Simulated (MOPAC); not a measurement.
Input for MOPAC: PM7 on BeH4OSi (SMILES [BeH][O][SiH3]), a point of a bond scan (R = 2.000 Å).

```
PM7 1SCF PRECISE CHARGE=0 THREADS=1
BeH4OSi

Be    -1.57329209 1    -0.93057217 1     1.03196074 1
H     -2.56627019 1    -1.51789972 1     1.68327935 1
O     -0.52197513 1    -0.30873830 1     0.34237625 1
Si     0.70038793 1     0.41426606 1    -0.45940157 1
H      0.82164976 1    -0.32033014 1    -2.31529548 1
H      1.97927429 1     0.16602969 1     0.24550305 1
H      0.46032280 1     1.87421957 1    -0.52987566 1
```

Program output:

```
*******************************************************************************
 **                                                                           **
 **                              MOPAC v23.2.5                                **
 **                                                                           **
 *******************************************************************************
 ** MOPAC's Digital Object Identifier: https://doi.org/10.5281/zenodo.6511958 **
 **                                                                           **
 ** Please cite the open-source release paper for use of this MOPAC version:  **
 ** J. E. Moussa and J. J. P. Stewart (2026)                                  **
 ** MOPAC: An open-source semiempirical molecular orbital program             **
 ** J. Open Source Softw., 11(119), 8025, https://doi.org/10.21105/joss.08025 **
 *******************************************************************************

                              PM7 CALCULATION RESULTS

 *******************************************************************************
 *  PM7        - The PM7 Hamiltonian to be used
 *
 *
 *
 *                 CHARGE ON SYSTEM = 0
 *
 *
 *
 *  PRECISE    - TIGHTER CRITERIA TO BE USED
 *  1SCF       - DO 1 SCF AND THEN STOP
 *  THREADS=1  - MULTI-THREADING NOT USED
 *  T=         - A TIME OF 172800.0 SECONDS REQUESTED
 *  DUMP=N     - RESTART FILE WRITTEN EVERY 7200.0 SECONDS REQUESTED
 *******************************************************************************
PM7 1SCF PRECISE CHARGE=0 THREADS=1
 BeH4OSi

   ATOM   CHEMICAL          X               Y               Z
  NUMBER   SYMBOL      (ANGSTROMS)     (ANGSTROMS)     (ANGSTROMS)

     1      Be         -1.57329209  *  -0.93057217  *   1.03196074  *
     2       H         -2.56627019  *  -1.51789972  *   1.68327935  *
     3       O         -0.52197513  *  -0.30873830  *   0.34237625  *
     4      Si          0.70038793  *   0.41426606  *  -0.45940157  *
     5       H          0.82164976  *  -0.32033014  *  -2.31529548  *
     6       H          1.97927429  *   0.16602969  *   0.24550305  *
     7       H          0.46032280  *   1.87421957  *  -0.52987566  *



          CARTESIAN COORDINATES

    NO.       ATOM           X           Y           Z

     1        Be         -1.5733     -0.9306      1.0320
     2         H         -2.5663     -1.5179      1.6833
     3         O         -0.5220     -0.3087      0.3424
     4        Si          0.7004      0.4143     -0.4594
     5         H          0.8216     -0.3203     -2.3153
     6         H          1.9793      0.1660      0.2455
     7         H          0.4603      1.8742     -0.5299

 General Reference for PM7:
 "Optimization of Parameters for Semiempirical Methods VI: More Modifications to the
 NDDO Approximations and Re-optimization of Parameters", J. J. P. Stewart, J. Mol. Mod., 1:32, 19 (2013)
 https://link.springer.com/article/10.1007/s00894-012-1667-x

           Empirical Formula: H4 O Be Si  =     7 atoms



      MOLECULAR POINT GROUP   :   Cs


      RHF CALCULATION, NO. OF DOUBLY OCCUPIED LEVELS = 8


 -------------------------------------------------------------------------------
 PM7 1SCF PRECISE CHARGE=0 THREADS=1
 BeH4OSi



     1SCF WAS SPECIFIED, SO BFGS WAS NOT USED
     SCF FIELD WAS ACHIEVED


                              PM7 CALCULATION
                                                       MOPAC v23.2.5 Linux




          FINAL HEAT OF FORMATION =        -56.61179 KCAL/MOL =    -236.86374 KJ/MOL


          COSMO AREA              =        117.22 SQUARE ANGSTROMS
          COSMO VOLUME            =        104.30 CUBIC ANGSTROMS

          IONIZATION POTENTIAL    =         10.349913 EV
          HOMO LUMO ENERGIES (EV) =        -10.350  0.886
          NO. OF FILLED LEVELS    =          8
          MOLECULAR WEIGHT        =         57.1287         POINT GROUP:  Cs

          MOLECULAR DIMENSIONS (Angstroms)

            Atom       Atom       Distance
            H     5    H     2     5.37594
            H     5    H     7     2.64504
            H     6    H     5     2.14786


          SCF CALCULATIONS        =          1





   ATOM   CHEMICAL          X               Y               Z
  NUMBER   SYMBOL      (ANGSTROMS)     (ANGSTROMS)     (ANGSTROMS)

     1      Be         -1.57329209  *  -0.93057217  *   1.03196074  *
     2       H         -2.56627019  *  -1.51789972  *   1.68327935  *
     3       O         -0.52197513  *  -0.30873830  *   0.34237625  *
     4      Si          0.70038793  *   0.41426606  *  -0.45940157  *
     5       H          0.82164976  *  -0.32033014  *  -2.31529548  *
     6       H          1.97927429  *   0.16602969  *   0.24550305  *
     7       H          0.46032280  *   1.87421957  *  -0.52987566  *

                             CARTESIAN COORDINATES

   1   Be       -1.573292090    -0.930572170     1.031960740
   2    H       -2.566270190    -1.517899720     1.683279350
   3    O       -0.521975130    -0.308738300     0.342376250
   4   Si        0.700387930     0.414266060    -0.459401570
   5    H        0.821649760    -0.320330140    -2.315295480
   6    H        1.979274290     0.166029690     0.245503050
   7    H        0.460322800     1.874219570    -0.529875660


           Empirical Formula: H4 O Be Si  =     7 atoms



      MOLECULAR POINT GROUP   :   Cs


                  EIGENVALUES
 -27.58247 -17.69068 -15.45323 -13.86196 -13.44156 -12.03771 -11.59711 -10.34991
   0.88643   1.53614   2.80924   4.62781   4.65231   4.70044   6.67623   8.12467
  22.34056  22.42051  23.36522  23.54295  24.79072


              NET ATOMIC CHARGES AND DIPOLE CONTRIBUTIONS

  ATOM NO.   TYPE          CHARGE      No. of ELECS.   s-Pop       p-Pop       d-Pop
    1         Be           0.537773        1.4622     0.72368     0.73855
    2          H          -0.100269        1.1003     1.10027
    3          O          -0.837196        6.8372     1.64759     5.18961
    4         Si           0.248303        3.7517     0.93191     2.62603     0.19376
    5          H           0.075024        0.9250     0.92498
    6          H           0.038182        0.9618     0.96182
    7          H           0.038182        0.9618     0.96182
 DIPOLE           X         Y         Z       TOTAL
 POINT-CHG.     0.850     0.322    -0.956     1.319
 HYBRID        -0.321    -0.157     0.282     0.455
 SUM            0.529     0.165    -0.674     0.873


          ATOMIC ORBITAL ELECTRON POPULATIONS

     Atom    s        px        py        pz      x^2-y^2     xz        z^2       yz        xy
    1 Be   0.72368   0.36591   0.17437   0.19827
    2  H   1.10027
    3  O   1.64759   1.64318   1.78545   1.76098
    4 Si   0.93191   0.73727   0.93902   0.94973   0.05826   0.04386   0.04068   0.02055   0.03041
    5  H   0.92498
    6  H   0.96182
    7  H   0.96182

 **********************
 *                    *
 * JOB ENDED NORMALLY *
 *                    *
 **********************




 == MOPAC DONE ==
```

The run finished.

Cost: very roughly 0.020 core-seconds.
